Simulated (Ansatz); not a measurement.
One change: `CC(C)S[SiH3]` becomes `CC(C)C#N`.

Ansatz, PBE0-D4/def2-TZVP geometries, multiplicity 1. Each molecule was computed in one conformer, which needn't be the lowest.

| property | `CC(C)S[SiH3]` |
| --- | --- |
| HOMO–LUMO gap (ωB97M-V/def2-TZVPP) / eV | 11.03 |
| HOMO energy (PBE0/def2-TZVPP) / eV | -6.90 |
| LUMO energy (PBE/def2-TZVPP) / eV | -0.67 |
| LUMO energy (PBE0/def2-TZVPP) / eV | 0.22 |
| HOMO–LUMO gap (B3LYP/def2-TZVPP) / eV | 6.67 |
| size of the dipole moment (B3LYP/def2-TZVPP) / D | 1.60 |

What does the change do to each property? (Best estimate.)

Computed: 
| property | `CC(C)C#N` | shift |
| --- | --- | --- |
| HOMO–LUMO gap (ωB97M-V/def2-TZVPP) / eV | 13.61 | 2.58 |
| HOMO energy (PBE0/def2-TZVPP) / eV | -9.22 | -2.32 |
| LUMO energy (PBE/def2-TZVPP) / eV | -0.40 | 0.27 |
| LUMO energy (PBE0/def2-TZVPP) / eV | 0.52 | 0.30 |
| HOMO–LUMO gap (B3LYP/def2-TZVPP) / eV | 9.19 | 2.52 |
| size of the dipole moment (B3LYP/def2-TZVPP) / D | 4.12 | 2.52 |

With PBE0 the HOMO falls by 2.32 eV and the LUMO rises by 0.30 eV, so the gap widens by about 2.62 eV. PBE moves the HOMO by -2.17 eV and ωB97M-V by -2.45 eV. Dipoles are sizes alone; their direction can turn.

B3LYP here is the variant with VWN-RPA as its local correlation; programs differ in this.
